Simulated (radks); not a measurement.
Q: As III, 31 electrons, occupied as [Ar] 3d10 4s2 4p1. All-electron calculation, Dirac Kohn-Sham, LDA (Slater exchange, VWN5 correlation), spin-unpolarised, spherical densities, finite nucleus; open shells are shared between the two j in proportion to 2j + 1; Fermi nuclear charge, rms radius 4.0968 fm. Program: a radial shooting solver on a logarithmic mesh with Libxc functionals. Some entries of the table are withheld. Estimate them.

orbital,occ.,eigenvalue (Ry),<r^2> (bohr^2)
1s1/2,2,-861.1620,0.002793
2s1/2,2,-110.6316,(1)
2p1/2,2,-99.11658,0.03752
2p3/2,4,-96.43445,0.03900
3s1/2,2,-15.49903,(2)
3p1/2,2,-11.62826,0.4384
3p3/2,4,-11.25793,0.4538
3d3/2,4,-4.60753,0.5712
3d5/2,6,-4.55362,0.5792
4s1/2,2,-2.48226,3.692
4p1/2,0.333333,-1.70752,(3)
4p3/2,0.666667,-1.67708,(4)

A: 
(1) 2s1/2 <r^2> (bohr^2): 0.04858
(2) 3s1/2 <r^2> (bohr^2): 0.4142
(3) 4p1/2 <r^2> (bohr^2): 5.112
(4) 4p3/2 <r^2> (bohr^2): 5.257
